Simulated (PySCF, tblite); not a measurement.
Q: Give a GFN2-xTB geometry of `C#CC[Si](C)(C)O[SiH2]N`.

A: 
```xyz
22
C5H13NOSi2 angstrom
C      3.6723    1.1394    0.1950
C      2.4966    1.2467   -0.0051
C      1.0788    1.3384   -0.2407
Si     0.2374   -0.3821   -0.3690
C      0.5105   -1.3437    1.2501
C      0.8595   -1.3441   -1.8846
O     -1.3556   -0.1307   -0.6126
Si    -2.7552    0.5804   -0.2022
N     -2.8888    0.5034    1.5129
H      4.7034    1.0664    0.3702
H      0.6205    1.9040    0.5738
H      0.9083    1.9027   -1.1603
H      1.5691   -1.4931    1.4376
H      0.0988   -0.8057    2.0992
H      0.0389   -2.3214    1.2165
H      0.5919   -0.8422   -2.8094
H      0.4351   -2.3427   -1.9213
H      1.9401   -1.4415   -1.8609
H     -2.7093    2.0039   -0.5277
H     -3.7267   -0.1771   -0.9942
H     -3.6888    0.9186    1.9601
H     -2.6473   -0.3609    1.9715
```

Any rigid rotation of these coordinates is as good. Atoms count from 1 in this order. Si8 (oxygen-bound silicon) is distorted tetrahedral (angles from 102.0° to 117.6°). N9 (silicon-bound nitrogen) is pyramidal (angles 119.1°, 118.2° and 110.0°, sum 347.3°, 0.24 Å off the plane of its three neighbours). The 2 C–C bonds span 1.197 Å (C1≡C2, drawn triple) to 1.440 Å (C2–C3, drawn single), a spread of 0.243 Å. Si4 (oxygen-bound silicon) is tetrahedral (angles from 106.2° to 112.1°).

Bonds between heavy atoms (Å): C1≡C2 1.197, C2–C3 1.440, C3–Si4 1.920, Si4–C5 1.903, Si4–C6 1.900, Si4–O7 1.631, O7–Si8 1.623, Si8–N9 1.722.

Computed geometry: GFN2-xTB, gas phase.

Point group: C1 (no symmetry element, even within 0.4 Å). Its lowest GFN2-xTB frequency is 7i cm⁻¹, too small to tell a flat minimum from a shallow saddle. The numbers are those of one conformer (C2–C3–Si4–C5 60°, C3–Si4–O7–Si8 -51°, Si4–O7–Si8–N9 -43°, O7–Si8–N9–H 178° and -44°). 3 starts were optimised and ended at 0.00, 0.97 and 1.58 kcal/mol (GFN2-xTB); the lowest of these is shown.
